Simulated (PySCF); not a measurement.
## Vertical excitation energies

Species: C₄H₁₀OSSi.
InChI=1S/C4H10OSSi/c1-4(2)5-7-6-3/h1,7H2,2-3H3

The calculation used PySCF, TDDFT PBE0/def2-SVPD, vertical, gas phase, core orbitals frozen in the response. The structure is a single GFN2-xTB conformer in the gas phase; no vibrational or solvent corrections. Torsions of this conformer, `[CH2:1]=[C:2]([CH3:3])[O:4][SiH2:5][S:6][CH3:7]`: C1–C2–O4–Si5 -1°, C2–O4–Si5–S6 60°, O4–Si5–S6–C7 171°.

Q: What does the calculation give for the low-lying excited states?

A: 

```tsv
state	E (eV)	E (hartree)	f	main configurations (H = HOMO, L = LUMO)
S1	5.25	0.1929	0.0018	H→L (82%), H-1→L (15%)
S2	5.74	0.2110	0.0069	H-1→L (80%), H→L (14%)
S3	6.00	0.2204	0.0064	H→L+1 (78%), H-1→L+1 (8%)
S4	6.38	0.2346	0.0012	H→L+2 (74%), H-1→L+2 (8%)
S5	6.43	0.2362	0.060	H-1→L+1 (67%), H-1→L+2 (10%), H→L+1 (9%)
S6	6.61	0.2431	0.0025	H→L+3 (68%), H-1→L+3 (8%)
S7	6.70	0.2461	0.056	H-1→L+2 (72%), H→L+2 (10%), H-1→L+1 (9%)
S8	6.91	0.2540	0.013	H→L+4 (56%), H-1→L+3 (15%), H→L+5 (13%)
```

Triplets, Tamm–Dancoff:

| state | E (eV) | λ (nm) | main configurations (H = HOMO, L = LUMO) |
| --- | --- | --- | --- |
| T1 | 4.39 | 282.6 | H-1→L+1 (45%), H→L+1 (20%), H-1→L+3 (8%) |
| T2 | 4.94 | 251.1 | H→L (73%), H-1→L (17%) |
| T3 | 5.63 | 220.4 | H-1→L (73%), H→L (17%) |

The lowest singlet lies at 5.25 eV (236 nm, ultraviolet) and is very weak; its leading configuration is HOMO→LUMO (82%). The most intense listed level is S5 at 6.43 eV (193 nm, f = 0.060), 1.18 eV above S1. Löwdin shares by element: HOMO sulfur 53%, carbon 26% or more (atoms not listed hold the other 21%); LUMO sulfur 29%, silicon 23%, carbon 12% or more, hydrogen 7% or more (atoms not listed hold the other 29%). Weighted by f, the mean energy of these states is 6.51 eV. The oscillator strengths of these states sum to 0.149; summed over the whole spectrum of an exact calculation they would give the number of electrons, 72 (Thomas–Reiche–Kuhn). Orbital energies (eV): HOMO-3 -9.31, HOMO-2 -8.51, HOMO-1 -6.95, HOMO -6.79, LUMO -0.13, LUMO+1 0.37, LUMO+2 0.62. Singlets were solved by full linear response, triplets in the Tamm–Dancoff approximation.

Hardware: one thread, Arm Neoverse N1, no GPU (shared host). Cost: 83 s.
